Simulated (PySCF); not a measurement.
WH₆ + N₂ → H₃WN + NH₃

Level: PBE0 in the def2-TZVP basis family, computed in PySCF with density fitting; scalar-relativistic core potentials for atoms from Rb on, none lighter, no spin–orbit coupling; open shells unrestricted.

| species | state and structure | E (Eh) | ZPE (kJ/mol) | H(298 K) − H(0) (kJ/mol) | S° (J/(mol K)) |
| --- | --- | --- | --- | --- | --- |
| WH₆ | singlet, C3v, W–H 1.658 Å (×3), W–H 1.706 Å (×3); H–W–H 62.0° (×3), H–W–H 67.0° (×3), H–W–H 114.7° (×3), H–W–H 118.4° (×6) | -70.55514 | 120.7 | 11.5 | 250.7 |
| N₂ | singlet, D∞h, N–N 1.089 Å | -109.44629 | 14.9 | 8.7 | 191.4 |
| H₃WN | singlet, C3v, W–H 1.715 Å (×3), W–N 1.649 Å; H–W–H 118.0° (×3), H–W–N 98.2° (×3) | -123.52927 | 65.7 | 11.2 | 259.6 |
| NH₃ | singlet, C3v, N–H 1.013 Å (×3); H–N–H 107.1° (×3) | -56.51312 | 90.6 | 10.0 | 192.4 |

(1) What is the electronic reaction energy?

(2) Add zero-point, thermal and entropy terms for 298.15 K and 1 bar.

Answers

(1) At PBE0/def2-TZVP, ΔE = -107.5 kJ/mol from the differences of the total energies times 2625.5, downhill. 

(2) ΔZPE = 20.7 and Δ[H(298) − H(0)] = 1.0 kJ/mol give ΔH° = -85.8 kJ/mol. ΔS° = 9.9 J/(mol K), so ΔG° = -85.8 − 298.15 × (0.0099) = -89 kJ/mol and log₁₀K = 15.5.

Spin–orbit coupling can matter for WH₆, H₃WN and is left out. Each species is the lowest minimum found with this bonding; other isomers or fragments can lie lower.
